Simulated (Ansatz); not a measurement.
Basis-set extrapolation for CH$_{4}$BFS (PBE0-D4/def2-TZVP geometry, frozen core, the Gaussian-basis code of Ansatz). Multiplicity 1, RHF reference.

```
                      def2-TZVPP   def2-QZVPP
                 HF  -561.891773  -561.910375
    MP2 correlation    -0.709255    -0.766817
CCSD(T) correlation    -0.775470      not run
```

Energies in hartree. Use E(X) = E(∞) + A·exp(−7.88·√X) for Hartree–Fock and E(X) = E(∞) + B·X^(−2.97) for correlation, with X = 3 and 4, and add CCSD(T) minus MP2 of the smaller set to the MP2 limit.

Problem. What is the CCSD(T) energy at the basis-set limit?

Solution. HF limit: -561.910375 + (-0.018602) × 0.13774 = -561.91294. MP2 limit: -0.766817 + (-0.057562) × 0.74074 = -0.80946. Higher-order term: -0.775470 − (-0.709255) = -0.06622. Total: -562.78862 hartree, 318.7 kJ/mol below CCSD(T)/def2-TZVPP.
